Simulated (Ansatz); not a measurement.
One change: `OC1=CC1` becomes `[SiH3]OC1=CC1`.

Ansatz, PBE0-D4/def2-TZVP geometries, multiplicity 1. Each molecule was computed in one conformer, which needn't be the lowest.

```json
{"property": "size of the dipole moment (PBE/def2-TZVPP) / D", "`OC1=CC1`": "1.32"}
{"property": "size of the dipole moment (B3LYP/def2-TZVPP) / D", "`OC1=CC1`": "1.31"}
{"property": "HOMO energy (PBE0/def2-TZVPP) / eV", "`OC1=CC1`": "-6.52"}
{"property": "HOMO–LUMO gap (PBE0/def2-TZVPP) / eV", "`OC1=CC1`": "7.36"}
{"property": "LUMO energy (PBE/def2-TZVPP) / eV", "`OC1=CC1`": "-0.07"}
{"property": "LUMO energy (ωB97M-V/def2-TZVPP) / eV", "`OC1=CC1`": "2.28"}
```

(1) What does the change do to each property? (Estimate.)

Answers

(1) The calculation gave: 
```csv
property,`[SiH3]OC1=CC1`,shift
size of the dipole moment (PBE/def2-TZVPP) / D,0.79,-0.53
size of the dipole moment (B3LYP/def2-TZVPP) / D,0.80,-0.51
HOMO energy (PBE0/def2-TZVPP) / eV,-6.63,-0.11
HOMO–LUMO gap (PBE0/def2-TZVPP) / eV,6.61,-0.75
LUMO energy (PBE/def2-TZVPP) / eV,-0.91,-0.84
LUMO energy (ωB97M-V/def2-TZVPP) / eV,1.65,-0.63
```

With PBE0 the HOMO falls by 0.11 eV and the LUMO falls by 0.86 eV, so the gap narrows by about 0.75 eV. PBE moves the HOMO by -0.14 eV and ωB97M-V by -0.10 eV. Dipoles are sizes alone; their direction can turn.

B3LYP here is the variant with VWN-RPA as its local correlation; programs differ in this.
